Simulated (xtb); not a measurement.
C3H6OSi, SMILES [SiH3][C@@H]1C=CO1. All values are semi-empirical tight-binding results from xtb (GFN2-xTB unless named), good for trends rather than for accurate numbers. Coordinates come from a GFN2-xTB optimisation. The structure was generated by enumeration; whether it is a known compound was not checked.

Optimised geometry:

```xyz
11

Si     1.5992     0.2307    -0.0966
C     -0.2215     0.0951    -0.6326
C     -1.2198     0.8476     0.1896
C     -1.6044    -0.3265     0.6972
O     -0.7549    -1.1222    -0.0359
H      2.0945     1.5307    -0.5553
H      1.6308     0.1370     1.3607
H      2.3320    -0.8688    -0.7198
H     -0.3806     0.0971    -1.7100
H     -1.4639     1.8792     0.3169
H     -2.2887    -0.7251     1.4217
```

| Property | Result |
|---|---|
| orbital gap | 4.73 eV |
| dipole moment | 1.28 D |
| zero-point energy | 47.2 kcal/mol |
| G − E(el) at 298.15 K (modified RRHO) | 28.8 kcal/mol |
| static polarisability (D4 model) | 66.1 bohr³ |
| solvation energy, GFN2-xTB/ALPB(water) | -0.4 kcal/mol |
| solvation energy, GFN2-xTB/ALPB(dmso) | -4.0 kcal/mol |

Task: Give the atomic charges and the Wiberg bond orders between heavy atoms. (An estimate is asked for; the answer gives what the named calculation found.)

Result: charges (e) Si1 0.45, C2 0.01, C3 -0.10, C4 0.09, O5 -0.31, H6 -0.09, H7 -0.07, H8 -0.07, H9 0.03, H10 0.03, H11 0.03. Bond orders Si1–C2 0.81, C2–C3 1.04, C3–C4 1.79, C2–O5 0.95, C4–O5 1.06.
